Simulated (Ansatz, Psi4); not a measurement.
Input for Psi4:
```
memory 2 GB

molecule mol {
0 2
Sn    0.080119    0.389525    0.243949
Cl    2.109205   -0.594521   -0.618155
Cl   -0.994678   -1.322626    1.563840
Cl   -1.350171    0.771484   -1.663180
}

set {
  basis def2-svp
  reference uks
  scf_type pk
  puream true
  d_convergence 1e-8
  dft_radial_points 99
  dft_spherical_points 590
}

energy('wb97x-v')
print_variables()
```

**Question.** Give the equivalent Ansatz (a first-principles code) input.

**Answer.** One answer among several that fit: 
Ansatz 0.2 input:
```yaml
crystal:
  periodic: [false, false, false]
  atoms:
    - {symbol: Sn, position_ang: [0.08011881, 0.38952516, 0.24394853]}
    - {symbol: Cl, position_ang: [2.10920530, -0.59452107, -0.61815509]}
    - {symbol: Cl, position_ang: [-0.99467821, -1.32262552, 1.56383984]}
    - {symbol: Cl, position_ang: [-1.35017066, 0.77148434, -1.66318043]}
basis:
  gaussian:
    orbitals: def2-SVP
hamiltonian:
  xc: {name: wB97X-V}
magnetization: {spin_polarized: true, initial_magnetization: 1}
accuracy: high
```

Both were run: Psi4 gave -1594.342087 Eh and Ansatz -1594.342083 Eh, 0.004 mEh apart.
